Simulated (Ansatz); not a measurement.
Pb₂O⁺, relaxed as a doublet with UKS PBE-D4/def2-TZVP in Ansatz, starting from the GFN1-xTB geometry. Force threshold 0.02 eV/Å.

In the def2 sets Pb takes a core potential; there is no spin–orbit coupling. The relaxation made no stability test and no search for a lower SCF solution. The structure comes from a short search, and lower isomers may exist.

Start:

```xyz
3

Pb   -0.689   -1.382   -1.021
Pb    1.042    1.453    0.480
O    -0.353   -0.071    0.541
```

(1) Estimate the energy that the relaxation releases and the steps that it takes.

(2) Does the start keep its bonding and symmetry?

(3) Predict the relaxed structure.

Answers

(1) 0.14 eV, in 5 steps; 6 s on 4 threads of Arm Neoverse V1 on a shared host. No frequencies were taken in this run, so the end may be a saddle point.

(2) By distances, no bond broke or formed. The bond that changes most is Pb1–O3, from 2.07 to 2.11 Å (atoms count from 1). The end is the same structure that another start reached, the lowest one found. Point group C2v at the start, C2v at the end, both within 0.05 Å.

(3) 
```csv
atom,x (Å),y (Å),z (Å)
Pb1,-0.564,-1.256,-1.044
Pb2,1.027,1.349,0.335
O3,-0.463,-0.093,0.710
```
Bond lengths (bridged metal pairs left out): 2 × O–Pb 2.11 Å.
